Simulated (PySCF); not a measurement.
Geometry:
```tsv
atom	x (Å)	y (Å)	z (Å)
Cr1	-0.001	0.000	0.000
O2	0.017	-0.018	1.625
O3	1.526	0.008	-0.555
O4	-0.773	1.332	-0.521
O5	-0.769	-1.323	-0.550
```

Total charge -2.

Geometry: PBE0-D3(BJ)/def2-SVP; GIAO absolute shieldings from PySCF 2.14, gas phase, non-relativistic, averaged over equivalent atoms.

At B3LYP/pcSseg-1 (pcSseg-2 on Cr) (141 basis functions, 8 s wall time on 1 thread of an Arm Neoverse V2, shared host):
```csv
atoms,σ (ppm)
Cr1,-2841.5
O2/O3/O4/O5,-530.3
```

Q: Predict the values at PBE0/pcSseg-1 (pcSseg-2 on Cr) on the same geometry.

A: 
| atoms | σ at PBE0/pcSseg-1 (pcSseg-2 on Cr) | change |
| --- | --- | --- |
| Cr1 | -2892.9 | -51.4 |
| O2/O3/O4/O5 | -525.2 | +5.1 |

The largest change is at Cr1 (Cr bonded to 4 O). Cost: 141 basis functions, 9.5 s wall time on 1 thread of an Arm Neoverse V2, shared host.
